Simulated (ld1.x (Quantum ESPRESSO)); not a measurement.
# Pseudopotential generation for copper: RRKJ, PBE, scalar-relativistic.

copper, norm-conserving RRKJ (Kleinman–Bylander form), made with ld1.x (Quantum ESPRESSO) 7.5 (PBE, scalar-relativistic). Core [Ne], reference 3s2 3p6 3d10 4s0 4p1. Waves: 3p (bound): rc 0.60 bohr; 3d (bound): rc 1.20 bohr; 3s (bound): rc 1.05 bohr. Local part: the s channel. Core correction: none. rho0 = 0.02.

Occupied shells without a wave of their own: 4p. They enter only through the test configuration that unscreens the potential.

All-electron outer shells of the reference configuration (PBE, scalar-relativistic, ld1.x):

```json
{"shell": "2s", "level (eV)": "-1064.45", "outermost node (bohr)": "0.07", "outermost maximum (bohr)": "0.20"}
{"shell": "2p", "level (eV)": "-918.96", "outermost node (bohr)": "–", "outermost maximum (bohr)": "0.16"}
{"shell": "3s", "level (eV)": "-116.83", "outermost node (bohr)": "0.29", "outermost maximum (bohr)": "0.61"}
{"shell": "3p", "level (eV)": "-74.29", "outermost node (bohr)": "0.26", "outermost maximum (bohr)": "0.62"}
{"shell": "3d", "level (eV)": "-7.15", "outermost node (bohr)": "–", "outermost maximum (bohr)": "0.60"}
{"shell": "4s", "level (eV)": "-6.07", "outermost node (bohr)": "0.89", "outermost maximum (bohr)": "2.21"}
{"shell": "4p", "level (eV)": "-1.71", "outermost node (bohr)": "0.97", "outermost maximum (bohr)": "3.35"}
```

What the tests gave:

```
Cutoffs needed           : over 300 Ry and over 300 Ry (the cutoffs (Ry, on a coarse ladder) from which the occupation-weighted sum of valence levels, in a spherical-Bessel basis at the reference potential, stays within 10 and 1 mRy of its value at 400 Ry)
Ghost test               : no extra level below or beside the all-electron valence levels (p, d, s, f tested) (spherical-Bessel basis up to 400 Ry, 20 bohr box)
Largest excitation error : +1247 meV (all-electron minus pseudo) for 3s2 3p6 3d9 4s2 4p0, out of 7 test configurations
```

Generation and tests took about 1.6 s on one core of a shared server CPU.
